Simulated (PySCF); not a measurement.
Job file and geometry (Å, from GFN2-xTB) of an NMR shielding run on SMILES [SiH2](CC)C1=C[SiH2]O[BH2-][O+]=C1, C5H13BO2Si2, PySCF 2.14.0, density-fitted response routines, GIAO PBE0/pcSseg-1 NMR shielding, non-relativistic, gas phase; density fitting, a coarse starting grid and PySCF grid level 2 are the driver's defaults:

```
$ OMP_NUM_THREADS=1 python probes_run.py task.json out

{"job": {"kind": "nmr", "xc": "PBE0", "basis": "pcSseg-1"}, "charge": 0, "multiplicity": 1}
C     -2.611687     0.898150    -1.071310
C     -2.532992    -0.626287    -1.060317
Si    -1.638250    -1.323837     0.471131
C      0.124254    -0.605257     0.509721
C      1.160569    -1.325433     0.021217
Si     2.988806    -0.825495    -0.095269
O      3.167054     0.735714     0.036381
B      2.540952     1.817457     0.734839
O      1.119702     1.581710     1.117368
C      0.217596     0.723822     1.052110
H     -3.132730     1.251282    -1.959726
H     -3.149578     1.262840    -0.198711
H     -1.615679     1.337821    -1.067291
H     -2.020854    -0.959926    -1.965100
H     -3.543373    -1.035002    -1.111158
H     -2.357085    -0.936272     1.692015
H     -1.544406    -2.783286     0.376463
H      0.912558    -2.315498    -0.345663
H      3.639206    -1.590597     0.978031
H      3.451390    -1.165577    -1.439320
H      2.482082     2.794150     0.047225
H      3.065039     2.052713     1.785934
H     -0.727326     1.063794     1.501506
```

Problem. Write the output of this run.

Solution. 
```
coarse grid: 20000 points
cycle   1  E = -951.6424820807  dE =  1.347e+00  |g| = 9.793e-01  |ddm| = 4.351e+00
cycle   2  E = -950.3483312464  dE =  1.294e+00  |g| = 2.359e+00  |ddm| = 2.883e+00
cycle   3  E = -951.7837590656  dE = -1.435e+00  |g| = 4.990e-01  |ddm| = 2.564e+00
cycle   4  E = -951.8436994351  dE = -5.994e-02  |g| = 1.175e-01  |ddm| = 5.132e-01
cycle   5  E = -951.8449270472  dE = -1.228e-03  |g| = 9.258e-02  |ddm| = 1.653e-01
cycle   6  E = -951.8466658238  dE = -1.739e-03  |g| = 2.002e-02  |ddm| = 8.901e-02
cycle   7  E = -951.8467562619  dE = -9.044e-05  |g| = 5.147e-03  |ddm| = 2.386e-02
cycle   8  E = -951.8467621872  dE = -5.925e-06  |g| = 1.631e-03  |ddm| = 6.624e-03
final grid: 183352 points
cycle   9  E = -951.9226764282  dE = -3.207e-05  |g| = 1.336e-02  |ddm| = 3.357e-02
cycle  10  E = -951.9225965078  dE =  7.992e-05  |g| = 2.350e-02  |ddm| = 2.876e-02
cycle  11  E = -951.9227128511  dE = -1.163e-04  |g| = 3.127e-03  |ddm| = 2.028e-02
cycle  12  E = -951.9227150391  dE = -2.188e-06  |g| = 4.999e-04  |ddm| = 2.904e-03
cycle  13  E = -951.9227150832  dE = -4.405e-08  |g| = 1.927e-04  |ddm| = 5.324e-04
cycle  14  E = -951.9227150901  dE = -6.938e-09  |g| = 5.239e-05  |ddm| = 1.839e-04
cycle  15  E = -951.9227150907  dE = -5.698e-10  |g| = 1.529e-05  |ddm| = 5.600e-05
converged SCF energy = -951.9227150907

GIAO shielding tensors (ppm)
atom      isotropic    diamagn.    paramagn.     s11        s22        s33       span
  0 C      175.977     249.660     -73.682    169.143    173.447    185.342     16.199
  1 C      176.961     253.330     -76.369    172.040    177.605    181.239      9.199
  2 Si     374.740     883.086    -508.346    347.323    373.092    403.805     56.481
  3 C       32.983     267.292    -234.309    -85.473     28.928    155.493    240.966
  4 C      -26.836     260.255    -287.091   -208.207    -24.864    152.565    360.772
  5 Si     393.724     880.789    -487.065    345.655    361.593    473.923    128.268
  6 O      259.727     399.353    -139.626    181.650    246.484    351.048    169.399
  7 B      102.668     185.869     -83.201     97.177     98.831    111.995     14.818
  8 O     -161.852     397.548    -559.401   -503.081   -271.805    289.329    792.410
  9 C      -11.588     253.949    -265.537    -81.252    -52.202     98.691    179.942
 10 H       30.135      28.904       1.231     24.905     27.507     37.993     13.089
 11 H       30.710      30.930      -0.220     26.886     28.496     36.747      9.861
 12 H       30.781      34.221      -3.441     25.506     30.529     36.307     10.801
 13 H       30.769      33.024      -2.255     26.804     28.742     36.760      9.956
 14 H       30.783      28.992       1.791     25.693     28.747     37.908     12.215
 15 H       27.052      30.676      -3.624     24.491     25.109     31.555      7.064
 16 H       27.172      30.703      -3.531     23.824     25.649     32.043      8.219
 17 H       22.579      33.788     -11.210     14.223     24.112     29.400     15.177
 18 H       26.392      27.826      -1.434     23.308     24.625     31.244      7.935
 19 H       26.607      28.729      -2.121     22.811     24.949     32.062      9.251
 20 H       27.261      29.230      -1.968     24.365     27.275     30.144      5.779
 21 H       27.309      27.988      -0.680     24.003     27.246     30.678      6.675
 22 H       22.357      32.860     -10.503     19.358     20.630     27.083      7.725
```

Size and cost of the density-fitted run: 249 basis functions, 3.7 min wall time on 1 thread of an Intel Xeon, shared host; peak memory 1.2 GiB.
